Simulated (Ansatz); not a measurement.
Consider the redistribution: `[OH][Zr]([F])([SH])[Cl]` + `BOCC` → `CC[O][Zr]([OH])([F])[Cl]` + `BS`.

Gas-phase electronic energies from Ansatz, PBE0-D4/def2-TZVP geometries. CBS: MP2 limit from def2 TZ/QZ plus the TZ coupled-cluster correction, frozen cores. This one scheme is used for every species. DFT in def2-TZVPP. B3LYP here is the variant with VWN-RPA as its local correlation; programs differ in this. Elements past krypton have def2 core potentials. For Zr outer-core shells are correlated without core-valence functions, which leaves a few kJ/mol of doubt a bond. Each species was taken in one conformer, which may not be the lowest.

```
             level  ΔE (kJ/mol)  difference from CCSD(T)/CBS
            PBE-D4         -2.5                         -0.5
         r2SCAN-D4         -1.7                          0.3
           PBE0-D4         -1.3                          0.7
          B3LYP-D4         -1.7                          0.3
           ωB97X-V         -4.9                         -2.9
           ωB97M-V         -0.7                          1.3
            B2PLYP         -2.9                         -0.9
               PBE         -2.4                         -0.4
            r2SCAN         -1.3                          0.7
              PBE0         -1.1                          0.9
             B3LYP         -1.7                          0.3
     HF/def2-TZVPP          0.0                          2.0
    MP2/def2-TZVPP         -4.5                         -2.5
SCS-MP2/def2-TZVPP         -5.1                         -3.1
   CCSD/def2-TZVPP         -4.6                         -2.6
CCSD(T)/def2-TZVPP         -3.9                         -1.9
     HF/def2-QZVPP          1.0                          3.0
    MP2/def2-QZVPP         -3.1                         -1.1
SCS-MP2/def2-QZVPP         -3.6                         -1.6
      HF/CBS(def2)          1.1                          3.1
     MP2/CBS(def2)         -2.6                         -0.6
    CCSD/CBS(def2)         -2.7                         -0.7
       CCSD(T)/CBS         -2.0                            0
```

Largest T1 diagnostic among the species: 0.017.

In def2-TZVPP, CCSD(T) changes the Hartree–Fock value by −3.8 kJ/mol (the triples alone add +0.7 kJ/mol) and MP2 by −4.5 kJ/mol.
